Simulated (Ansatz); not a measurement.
A series at Ga: from gallium trichloride, ligands are replaced one by one, each step taking up H–F and setting free HCl; n counts the steps. Ansatz, PBE0-D4/def2-TZVP geometries.

CBS adds triple-zeta CCSD(T) − MP2 to the MP2 limit, frozen cores; atoms without spin–orbit coupling. Outer-core shells of Ga are correlated without core-valence functions. Scalar relativity is left out up to krypton. Spin–orbit coupling is left out.

```
n              molecule  atomization energy, CCSD(T)/CBS (kJ/mol)
0  `[Cl][Ga]([Cl])[Cl]`                                    1106.0
1   `[F][Ga]([Cl])[Cl]`                                         ?
2    `[F][Ga]([F])[Cl]`                                    1317.4
3     `[F][Ga]([F])[F]`                                    1420.0
```

Question: By hand: fit a straight line y = ȳ + b (n − n̄) to the 3 given rows and predict n = 1.

Answer: n̄ = 1.667, ȳ = 1281.13; Σ(n − n̄)(y − ȳ) = 489.13, Σ(n − n̄)² = 4.667, so b = 104.81 kJ/mol a step. Prediction: 1281.13 + (104.81) × (-0.667) = 1211.2 kJ/mol.

Question: By hand: compare with the computed value, 1212.5 kJ/mol, and give the steps along the whole series.

Answer: The line misses by 1.3 kJ/mol (computed minus predicted). Steps: 106.5, 104.9, 102.6 kJ/mol.

The steps differ by at most 3.9 kJ/mol, 3.7 % of a mean step, so the ligands' effects nearly add and a line is close. The miss is 0.4 % of the series' range. The energies themselves are unsure by some kJ/mol a bond, though much of that is common to the series.
